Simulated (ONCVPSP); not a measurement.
**Transferability test, ONCV potential for Ta**

```json
{"Element": "Ta", "Generator": "ONCVPSP 4.0.1", "Type": "optimised norm-conserving Vanderbilt (ONCV)", "Functional": "PBE", "Relativity": "scalar-relativistic", "Frozen core": "[Kr] 4d10 4f14", "Valence charge": "13", "Reference configuration": "5s2 5p6 5d3.5 6s1.5", "Partial waves": "5s+6s: rc 1.75 bohr, ncon 4, nbas 9, qcut 7.5 1/bohr, 2 projectors; 5p: rc 1.55 bohr, ncon 5, nbas 8, qcut 7.4 1/bohr, 2 projectors, debl 1.6 Ha; 5d: rc 2.85 bohr, ncon 4, nbas 9, qcut 5.7 1/bohr, 2 projectors, debl 1.2 Ha", "Local potential": "polynomial inside 1.05 bohr (lpopt 5, dvloc0 1 Ha)", "Core correction": "none"}
```

Energies are relative to the spin-unpolarised reference configuration 5s2 5p6 5d3.5 6s1.5; without spin polarisation the order of configurations can differ from experiment.

| valence configuration | charge | ΔE all-electron (eV) | error AE − PS (meV) |
| --- | --- | --- | --- |
| 5s2 5p6 5d3 6s2 | 0 | -0.989 | +4.0 |
| 5s2 5p6 5d3 6s1 | +1 | 7.479 | -0.1 |

(1) What are ΔE and the potential's error for 5s2 5p5 5d3 6s2?

(2) What are ΔE and the potential's error for 5s2 5p6 5d3 6s0?

Levels in the configuration 5s2 5p5 5d3 6s2:

```
level  all-electron (eV)  pseudo (eV)
   5s            -85.200      -85.591
   5p            -51.058      -51.283
   5d            -13.253      -13.261
   6s            -12.934      -12.962
```

Note: no bound ghost flagged; GHOST(+) flagged for s at 48.0 eV, p at 295.3 eV.

Answers

(1) ΔE = 43.992 eV all-electron; the error (AE − PS) is -151 meV.

(2) ΔE = 22.452 eV all-electron; the error (AE − PS) is +3.8 meV.
